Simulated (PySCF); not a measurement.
C₇H₅NOS, SMILES c1coc(-c2nccs2)c1.

Coordinates come from a B3LYP-D3(BJ)/def2-SVP optimisation. One conformer was computed; it need not be the lowest.

Vertical ionisation energy (IE) and electron affinity (EA) in eV. Rows of orbital energies are one-electron estimates. Where ΔSCF, EOM or ADC give a negative EA the extra electron is unbound and the value depends on the basis.

```json
[
 {"level": "−ε(HOMO), −ε(LUMO), r2SCAN/def2-SVP (PySCF)", "IE": "…", "EA": "…"},
 {"level": "−ε(HOMO), −ε(LUMO), PBE/def2-SVP (PySCF)", "IE": "5.22", "EA": "2.14"}
]
```

Q: What belongs in the gaps? (Estimate from the structure and the level; the computed values follow.)

A: 
- −ε(HOMO), −ε(LUMO), r2SCAN/def2-SVP (PySCF), IE: 5.43
- −ε(HOMO), −ε(LUMO), r2SCAN/def2-SVP (PySCF), EA: 2.14
